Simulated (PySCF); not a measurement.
## Identify the compound

Molecular formula: C6H10FNSi2. Simulated spectra:

1H NMR (500 MHz, computed): δ 6.26 (br s, 1H), 5.98 (m, 1H), 5.88 (br s, 1H), 4.82 (m, 2H), 4.76 (d, 2H), 2.42 (s, 3H).

13C{1H} NMR (computed): δ 195.3, 148.2, 139.5, 127.5, 110.1, 28.4.

[PySCF: GFN2-xTB geometry; NMR shieldings at PBE0/pcSseg-1/GIAO; no relativistic terms; averaged over atoms made equivalent by symmetry, fast rotation or ring inversion; in vacuum; one computed conformer]

δ = σ(ref) − σ, references computed at the same level: 1H (σ = 31.72 ppm), 13C (σ = 186.93 ppm) against TMS.

Question: Choose the structure that fits.
A. C=C(C)[SiH2]/C(F)=C\[SiH2]C#N
B. C=C(C)[SiH2]/C(F)=C/[SiH2]C#N
C. C=C/C(=C\[C@H]([SiH3])C#N)[SiH2]F
D. C=C(C)[Si@@H]1C[C@@H](C#N)[Si@@H]1F

Answer: A. 

1. The formula gives 4 degrees of unsaturation (no ring in the answer).
2. 6 carbon signals for 6 carbons: no two carbons are equivalent.
3. Carbon types of the structure: 3 × C, 1 × CH, 1 × CH2, 1 × CH3, leaving 4 H on heteroatoms.
4. δC 195.3, 148.2: fully substituted alkene carbon.
5. δC 139.5: terminal =CH2 carbon; an sp2 carbon of a C=C bond.
6. δC 127.5: nitrile carbon; typical of a nitrile.
7. δC 110.1: alkene CH; the olefinic region.
8. δH 5.98: hydrogen on an alkene CH; attached to an sp2 carbon and in the plane of the double bond.

The others: C=C(C)[Si@@H]1C[C@@H](C#N)[Si@@H]1F would give 8 signals for carbon-bound and other non-exchanging H, not 6; C=C(C)[SiH2]/C(F)=C/[SiH2]C#N has carbons computed at 192.7, 147.6, 140.6, 123.1, 115.6, 27.3; C=C/C(=C\[C@H]([SiH3])C#N)[SiH2]F would give 8 signals for carbon-bound and other non-exchanging H, not 6.

Splittings by 19F in the carbon and heteronuclear signals aren't shown, as no couplings were computed. Shifts are as computed. Against solution values, carbons near 30 ppm lie about +3 ppm off and those near 130 ppm about +5 ppm. Of 1309 compounds with measured shifts, 239 miss one by over three times the rms of a fit or turn the order of signals round; such compounds aren't used in these exercises. No couplings were computed; multiplicities are counted from neighbouring protons, with m where these are inequivalent, close in shift, in a saturated or five-membered ring or joined by F or P, and br s for small geminal =CH2 splittings.
